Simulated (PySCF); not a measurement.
## Spectroscopy problems

Averaged over atoms made equivalent by symmetry, fast rotation or ring inversion, no relativistic terms, in vacuum, one conformer. Geometry: GFN2-xTB; NMR shieldings at PBE0/pcSseg-1/GIAO; PySCF.

δ = σ(ref) − σ, references computed at the same level: ¹H and ¹³C vs TMS. Splittings of carbon signals by F and P are missing where no couplings were computed. Where no couplings were computed, multiplicities follow the n + 1 count of equivalent neighbours, and m marks all less simple cases (inequivalent or close neighbours, rings, F or P nearby). Shifts are as computed. Against solution values, carbons near 30 ppm lie about +3 ppm off and those near 130 ppm about +5 ppm. Of 1211 compounds with measured shifts, 218 miss one by over three times the rms of a fit or turn the order of signals round; such compounds aren't used in these exercises.

Q: C$_{7}$H$_{10}$NP. ¹H NMR (400 MHz, computed): δ 8.30 (m, 1H), 8.05 (m, 1H), 7.84 (m, 1H), 6.67 (m, 1H), 3.18 (s, 6H). ¹³C{¹H} NMR (computed): δ 153.9, 148.4, 139.8, 139.3, 116.1, 41.9. Identify the compound.

A: `CN(C)C1=CC=CP=C1`. 6 carbon signals for 7 carbons: some carbons are equivalent by symmetry or fast rotation. Carbon types of the structure: 1 × C, 4 × CH, 2 × CH3, which accounts for all hydrogens. δC 153.9: aromatic carbon bearing nitrogen; σ withdrawal by the attached heteroatom moves it downfield of the ring CH carbons. δC 148.4, 139.8, 139.3, 116.1: aromatic CH. δC 41.9: methyl carbon bonded to N; pulled downfield by the heteroatom. δH 8.30, 8.05, 7.84, 6.67: hydrogen on an aromatic CH.

The shifts were computed for this structure.

Q: C$_{8}$H$_{9}$FO$_{2}$. ¹H NMR (400 MHz, computed): δ 6.24 (m, 1H), 5.71 (m, 1H), 4.04 (s, 3H), 3.25 (m, 1H), 3.03 (m, 1H), 2.87 (m, 1H), 1.17 (m, 1H). ¹³C{¹H} NMR (computed): δ 175.0 (C), 141.5 (CH), 137.6 (CH), 92.1 (C), 52.4 (CH3), 45.5 (CH2), 41.0 (CH), 39.8 (CH). What is it?

A: `COC(=O)[C@@H]1[C@H]2C=CC[C@]21F`. Rings plus π bonds: 4 (2 rings in the answer). 8 carbon signals for 8 carbons: no two carbons are equivalent. Carbon types of the structure: 2 × C, 4 × CH, 1 × CH2, 1 × CH3, which accounts for all hydrogens. δC 175.0: ester carbonyl carbon; it is a carbonyl in resonance with an O or N lone pair, the region of acids, esters and amides. δC 141.5, 137.6: alkene CH; the olefinic region. δC 92.1, 41.0, 39.8: three-membered-ring carbon. δC 52.4: methyl carbon bonded to O; the inductive effect lowers its shielding.

The shifts were computed for this structure.

Q: C$_{5}$H$_{7}$N$_{3}$Si. ¹H NMR (300 MHz, computed): δ 4.60 (s, 3H), 3.90 (s, 3H), 3.33 (s, 1H). ¹³C{¹H} NMR (computed): δ 151.5 (C), 146.1 (C), 96.7 (CH), 76.2 (C), 31.2 (CH3). What is it?

A: SMILES C#Cc1nnc([SiH3])n1C. The formula gives 5 degrees of unsaturation (1 ring in the answer). 5 carbon signals for 5 carbons: no two carbons are equivalent. Carbon types of the structure: 3 × C, 1 × CH, 1 × CH3, leaving 3 H on heteroatoms. δC 151.5, 146.1: substituted aromatic carbon next to a ring nitrogen. δC 96.7: terminal alkyne carbon; the triple bond shields along its axis, which puts it between sp3 and sp2 carbons. δC 76.2: alkyne carbon; sp carbons lie upfield of alkene carbons because the cylindrical π system leaves one tensor component strongly shielded. δH 3.33: hydrogen on a terminal alkyne carbon; it lies on the axis of the triple bond, in its shielding cone.

The data come from this structure; uniqueness wasn't tested.

Q: C$_{7}$H$_{10}$NP. ¹H NMR (300 MHz, computed): δ 6.65 (m, 2H), 6.62 (m, 2H), 2.34 (m, 3H), 2.31 (m, 3H). ¹³C{¹H} NMR (computed): δ 215.7 (C), 127.3 (CH), 117.1 (CH), 28.0 (CH3), 26.0 (CH3). Give a structure.

A: SMILES CC(C)=Pn1cccc1. 5 carbon signals for 7 carbons: some carbons are equivalent by symmetry or fast rotation. Carbon types of the structure: 1 × C, 4 × CH, 2 × CH3, which accounts for all hydrogens. δC 215.7: carbon double-bonded to a heavier main-group atom. δC 127.3: aromatic CH next to a ring nitrogen. δC 117.1: aromatic CH. δC 28.0, 26.0: methyl carbon; a saturated carbon with 1 carbon neighbour and no heteroatom attached.

The shifts were computed for this structure.
